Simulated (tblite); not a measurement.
Problem. Give a GFN2-xTB geometry of `CC[C@@H]1O[SiH2]O[C@@H]1C(F)(F)F`.

Solution. 
```
atom  x, y, z in Å
C1     2.602   -0.164   -0.574
C2     1.305    0.574   -0.261
C3     0.314   -0.358    0.428
O4    -0.090   -1.384   -0.439
Si5   -1.646   -1.829   -0.209
O6    -1.982   -0.669    0.924
C7    -0.992    0.299    0.953
C8    -1.478    1.475    0.105
F9    -0.696    2.561    0.223
F10   -2.703    1.860    0.479
F11   -1.552    1.188   -1.199
H12    2.391   -1.031   -1.194
H13    3.286    0.490   -1.106
H14    3.083   -0.500    0.342
H15    0.872    0.941   -1.192
H16    1.506    1.424    0.394
H17    0.805   -0.823    1.296
H18   -2.367   -1.633   -1.451
H19   -1.785   -3.086    0.501
H20   -0.874    0.676    1.976
```

Any rigid rotation of these coordinates is as good. Atoms count from 1 in this order. Of the pairs four or more bonds apart, Si5···F11 is among the closest relative to their van der Waals radii: 3.18 Å, 89 % of the sum of Bondi's values. The 4 C–C bonds span 1.525 Å (C1–C2, drawn single) to 1.553 Å (C3–C7, drawn single), a spread of 0.028 Å. Si5 (oxygen-bound silicon) has angles from 95.7° to 119.3°. The 5-membered ring C3–O4–Si5–O6–C7 has internal angles of 95.7° to 112.7°; it is puckered, 0.11 Å rms from its mean plane, widest ring torsion 28°.

Bonds between heavy atoms (Å): C1–C2 1.525, C2–C3 1.525, C3–O4 1.403, O4–Si5 1.635, Si5–O6 1.656, O6–C7 1.385, C7–C8 1.529, C8–F9 1.344, C8–F10 1.338, C8–F11 1.337, C3–C7 1.553.

Computed geometry: GFN2-xTB, gas phase.

Point group: C1 (no symmetry element, even within 0.4 Å). Its GFN2-xTB frequencies are all real (lowest 71 cm⁻¹). One conformer, not necessarily the lowest (C1–C2–C3–O4 -66°, C2–C3–O4–Si5 -146°, C3–O4–Si5–O6 5°, O4–Si5–O6–C7 13°, Si5–O6–C7–C8 98°). 3 starts were optimised and ended at 0.00, 0.54 and 2.29 kcal/mol (GFN2-xTB); the lowest of these is shown.
